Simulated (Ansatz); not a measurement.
Sb3⁻, relaxed as a singlet with RKS r2SCAN-D4/def2-SVPD in Ansatz, starting from the GFN2-xTB geometry. Force threshold 0.02 eV/Å.

In the def2 sets Sb takes a core potential; there is no spin–orbit coupling. The restricted singlet is unstable towards broken spin symmetry at other levels; at r2SCAN-D4/def2-SVPD this wasn't settled. The highest occupied level of the charge -1 singlet lies above zero (up to 0.65 eV). The electron is either unbound and held by the finite basis, or the level is raised by self-interaction error. At r2SCAN-D4/def2-SVPD a triplet of charge -1 lies 0.55 eV below the restricted singlet, each at its own geometry. The structure comes from a short search, and lower isomers may exist.

Start:

Cartesian coordinates in Å:
```
Sb -1.0869 -0.9435 0.6883
Sb 0.8609 0.7418 0.8777
Sb 0.2261 0.2017 -1.5660
```

| step | energy (eV) | largest force component (eV/Å) | SCF passes |
| --- | --- | --- | --- |
| 1 | -19622.9901 | 1.880 | 34 |
| 2 | -19623.1357 | 1.242 | 37 |
| 3 | -19623.2567 | 0.265 | 33 |
| 4 (rejected) | -19622.9476 | 1.509 | 38 |
| 5 | -19623.2649 | 0.100 | 31 |
| 6 (rejected) | -19623.2649 | 0.058 | 32 |
| 7 | -19623.2654 | 0.002 | 33 |

Force components are those of the run's own axes.

End:

```xyz
3

Sb   -1.1525   -1.0006    0.7736
Sb    0.8809    0.7590    0.8984
Sb    0.2716    0.2416   -1.6720
```

By distances, no bond broke or formed. The bond that changes most is Sb1–Sb3, from 2.85 to 3.09 Å (atoms count from 1).

No frequencies were taken in this run, so the end may be a saddle point.

Run time 8 s (4 threads of Intel Xeon 6975P-C on a shared host).
